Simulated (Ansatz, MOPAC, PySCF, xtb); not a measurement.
Pair of molecules: H2O (SMILES O) (first 3 atoms) with CH2O (SMILES C=O); geometry from B3LYP-D3(BJ)/def2-TZVP, rigid monomers moved along the line of their centres of mass till O1···C4 is 3.24 Å.
(charge 0, multiplicity 1):
```xyz
7

O     -0.150     0.438    -0.115
H      0.492     0.168    -0.779
H     -0.524    -0.382     0.230
C     -0.012     0.520     3.118
O     -0.416    -0.601     3.279
H      1.068     0.759     3.119
H     -0.694     1.375     2.967
```

Monomers are frozen at their geometry in the pair; levels with a basis set take the counterpoise correction. Rows marked so take none.

Rows in 6-31G* carry no dispersion term and start afresh at each structure (6-31G* with six Cartesian d functions). The state that AM1 reach isn't checked.

Codes used: Ansatz (Gaussian basis) for Hartree–Fock, density functionals and correlated methods; MOPAC for AM1 (differences of heats of formation); PySCF for 6-31G* rows, the dispersion terms; xtb for the GFN methods. Values without a source in brackets are computed.

**Question.** One of these levels gives -4.6 kJ/mol for the interaction energy. Which?
A. AM1
B. HF/6-31G* (no counterpoise)
C. PBE-D4/def2-TZVPPD
D. GFN-FF

**Answer.** A, AM1. The others give -9.1 (GFN-FF), -12.8 (HF/6-31G* (no counterpoise)), -10.9 (PBE-D4/def2-TZVPPD)

Ansatz is a first-principles code.
